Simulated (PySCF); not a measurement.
**Working out the ionisation energy of S²⁺**

S²⁺ [Ne] 3s2 3p2 (3P) → S³⁺ [Ne] 3s2 3p1 (2P). All numbers are calculated (PySCF 2.14, scalar relativity by spin-free X2C-1e, in aug-cc-pCVTZ-DK (8s7p5d3f, 75 functions)). Frozen: nothing. Energies in hartree (1 hartree = 27.21139 eV):

| part | S²⁺ (lower) | S³⁺ (upper) |
| --- | --- | --- |
| UHF | -397.417584 | -396.162628 |
| CCSD correlation | -0.419062 | -0.398311 |
| (T) | -0.004651 | -0.003610 |

Q: What does Hartree-Fock give?

A: (-396.162628) − (-397.417584) = 1.254956 hartree = 34.149 eV.

Q: What do CCSD and CCSD(T) give?

A: The CCSD correlation energies differ by 0.020751 hartree = 0.565 eV and the triples by 0.001041 hartree = 0.028 eV, so CCSD gives 34.714 eV and CCSD(T) 34.742 eV.

A first-order spin-orbit estimate adds -0.009 eV to CCSD(T) (all electrons), giving 34.733 eV against 34.86 ± 0.04 eV (semi-empirical (NIST evaluation); NIST Atomic Spectra Database, ionization energies).

What remains against the reference includes basis incompleteness and higher excitations.
